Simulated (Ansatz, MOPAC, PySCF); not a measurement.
Noncovalent pair: CHN (SMILES C#N) (first 3 atoms) with HI (SMILES I); geometry from B3LYP-D3(BJ)/def2-TZVP, rigid monomers moved along the line of their centres of mass till N2···H5 is 2.58 Å.
(charge 0, multiplicity 1):
```csv
atom,x (Å),y (Å),z (Å)
C,1.1080,-0.1674,1.0391
N,0.2294,0.0163,1.7496
H,1.9270,-0.3386,0.3768
I,-2.9901,0.7098,4.3654
H,-1.7504,0.4400,3.3559
```

Counterpoise-corrected where a basis set is named; no monomer relaxation. Rows marked so take none.

Rows in STO-3G carry no dispersion term and start afresh at each structure; the Pople sets are all-electron and without relativity. The state that AM1, PM3 reach isn't checked.

Run with Ansatz (Gaussian basis) for Hartree–Fock, density functionals and correlated methods; MOPAC for AM1, PM3 (differences of heats of formation); PySCF for STO-3G rows, the dispersion terms. Values without a source in brackets are computed. In def2 rows elements past Kr take small-core potentials, without spin–orbit coupling.

### Question
One of these levels gives -1.07 kcal/mol for the interaction energy. Name it.
A. HF/STO-3G (no counterpoise)
B. AM1
C. PM3
D. B3LYP-D3(BJ)/def2-TZVPPD

### Answer
B, AM1. The others give -1.52 (PM3), -1.85 (HF/STO-3G (no counterpoise)), -2.51 (B3LYP-D3(BJ)/def2-TZVPPD)

Ansatz is a quantum-chemistry and plane-wave program.
